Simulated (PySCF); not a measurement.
# Which enantiomer?

Computed, not measured: PySCF 2.14.0, TDDFT PBE0/aug-cc-pVDZ circular dichroism and optical rotation, one conformer, gas phase. Geometry: GFN2-xTB.

The calculation is non-relativistic, which matters for the atoms heavier than Zn. States above about 6.6 eV (minus the energy of the highest occupied orbital) lie near or above the ionisation threshold and depend on the basis.

Values for one enantiomer of C$_{6}$H$_{7}$FSe, R in 10⁻⁴⁰ esu² cm² (velocity form):
| λ (nm) | f | R |
| --- | --- | --- |
| 310 | 0.0006 | -8.6 |
| 234 | 0.007 | -6.7 |
| 225 | 0.035 | +1.0 |
| 219 | 0.007 | +10.7 |
| 218 | 0.101 | -1.3 |
| 205 | 0.004 | -2.2 |
| 199 | 0.006 | +0.2 |
| 197 | 0.007 | -7.5 |
| 195 | 0.006 | +2.4 |
| 193 | 0.026 | -16.7 |
| 189 | 0.011 | +7.8 |
| 188 | 0.005 | -3.0 |
| 187 | 0.015 | +3.9 |
| 184 | 0.002 | +4.4 |
| 182 | 0.016 | +8.1 |
| 181 | 0.0004 | -3.6 |

[α] at 589.3 nm: -230 deg dm⁻¹ (g/mL)⁻¹ (origin-invariant length gauge).

**Question.** Which structure gives these signs?
A. CC#C[C@H]1C[Se][C@H]1F
B. CC#C[C@@H]1C[Se][C@@H]1F

**Answer.** A. Its CIP labels in SMILES order are S, R; the other enantiomer gives every sign reversed.

Geometry of CC#C[C@H]1C[Se][C@H]1F as run:
```xyz
15

C     3.015   -0.035    0.382
C     1.618   -0.010    0.017
C     0.468    0.009   -0.319
C    -0.942    0.051   -0.633
C    -1.750   -1.171   -0.166
Se   -3.305   -0.056    0.366
C    -1.732    1.142    0.115
F    -1.188    1.484    1.311
H     3.636    0.133   -0.497
H     3.268   -1.002    0.817
H     3.216    0.746    1.114
H    -1.080    0.207   -1.709
H    -1.973   -1.911   -0.932
H    -1.321   -1.648    0.714
H    -1.933    2.070   -0.428
```
